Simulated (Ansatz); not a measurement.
Born–Oppenheimer molecular dynamics of BF$_{2}$H$_{4}$N (8 atoms, charge 0, multiplicity 1). It starts at the highest image of a converged band, a first-order saddle point between two minima.

Method: RKS r2SCAN-D4/def2-SVP (Ansatz 0.2.0).

```json
{
  "ensemble": "NVE (velocity Verlet)",
  "time step": "0.5 fs",
  "steps asked": "200",
  "starting velocities drawn for": "100 K",
  "seed": "11272"
}
```

First frame:

```xyz
8
Properties=species:S:1:pos:R:3
B 0.003 0.105 0.246
N -0.010 0.078 1.759
H -0.806 -0.400 2.177
H 0.853 -0.179 2.231
H 1.054 0.002 -0.335
F -1.132 -0.320 -0.330
F -0.232 1.890 0.410
H -0.189 1.422 1.381
```

(1) How far do the bonds stretch over the last three quarters of this one trajectory? (Pairs bonded in most of those frames.)

Results:

(1) 
| bond | mean (Å) | spread (Å) | shortest | longest |
| --- | --- | --- | --- | --- |
| B1–H5 | 1.227 | 0.041 | 1.13 | 1.32 |
| B1–F6 | 1.355 | 0.046 | 1.26 | 1.43 |
| B1–F7 | 1.372 | 0.086 | 1.22 | 1.61 |
| N2–H3 | 1.026 | 0.014 | 1.00 | 1.06 |
| N2–H4 | 1.024 | 0.017 | 0.99 | 1.06 |
| N2–H8 | 1.028 | 0.031 | 0.98 | 1.08 |

Mean temperature of the second half: 727 K. The conserved energy stayed within 0.22 meV per atom of its start (net change -0.22 meV per atom), so the integration is sound. The kinetic energy rose, since the run started high on the potential surface and went downhill. It ends in pieces (BF2H + H3N), so much of that is their flight and rotation, not heat. A run of 0.1 ps of so small a system gives no equilibrium averages. The orbitals stay closed-shell, which can raise the energy where a bond breaks towards radicals; this wasn't checked here.

Run time: 3.8 min on 2 threads of Intel(R) Xeon(R) Platinum 8488C (Sapphire Rapids), with other jobs on the host, peak memory 0.17 GiB.
